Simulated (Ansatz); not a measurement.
Spectroscopic constants of GaMo, multiplicity 6 (lowest of 2S+1 = 2, 4, 6, 8 at CCSD(T)/def2-TZVPP on PBE0 minima; our sources give no spin for the ground state, which may be another). No spin–orbit coupling. Ga is treated without relativity.

Seven points along R, fitted to fifth degree in 1/R; most abundant isotopes. Runs in def2 and cc sets follow the lowest solution found near the PBE0 minimum.

Run with Ansatz (Gaussian basis) for Hartree–Fock, density functionals and correlated methods.  In def2 rows elements past Kr take small-core potentials, without spin–orbit coupling.

Q: What bond length and harmonic frequency does B3LYP/def2-TZVPP give?

A: r_e = 2.735 Å, ω_e = 166 cm⁻¹.

Q: What bond length and harmonic frequency does PBE0/def2-TZVPP give?

A: r_e = 2.732 Å, ω_e = 162 cm⁻¹.

Q: What bond length and harmonic frequency does wB97X-V/def2-TZVPP give?

A: r_e = 2.730 Å, ω_e = 168 cm⁻¹.

Doubts at one or more of the structures used: a spin-contaminated determinant (PBE0/def2-TZVPP).

Ansatz is a program for electronic structure.
